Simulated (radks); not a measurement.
Ionisation of the terbium ion Tb3+, [Xe] 4f8, to [Xe] 4f7 as the strength of local exchange is varied. Method: Dirac Kohn-Sham, Slater X-alpha exchange (alpha = 2/3 is LDA exchange), no correlation, spin-unpolarised, spherical densities, point nucleus; open shells fill j = l - 1/2 first; computed with a radial shooting solver on a logarithmic mesh with Libxc functionals.

alpha  E(Tb3+) (hartree)  exchange (hartree)  IE (eV)  -e of the level emptied (eV)  <r> of it (bohr)
0.649        -11696.8270           -235.4267   41.381                31.666 (4f7/2)            0.8407
0.667        -11703.3584           -242.0951   41.968                32.201 (4f7/2)            0.8374
0.79         -11748.0900           -287.8607   46.082                35.974 (4f7/2)            0.8160
0.801        -11752.0989           -291.9704   46.459                36.321 (4f7/2)            0.8141
0.846        -11768.5134           -308.8114   48.017                37.758 (4f7/2)            0.8069
0.858        -11772.8945           -313.3101   48.437                38.146 (4f7/2)            0.8050

NIST Atomic Spectra Database: 39.33 eV (semi-empirical). The central value is not met in this range of alpha. Spin polarisation and multiplet splitting are left out, so open shells lie too high by an amount that depends on their filling.

Beside tabulated values, note that spin-unpolarised runs miss the spin-polarisation part of the exchange energy of open shells. No tabulated value is given for the 4+ ions of Nd, Pm and Eu to Yb, where it belongs to another shell than the one emptied here.
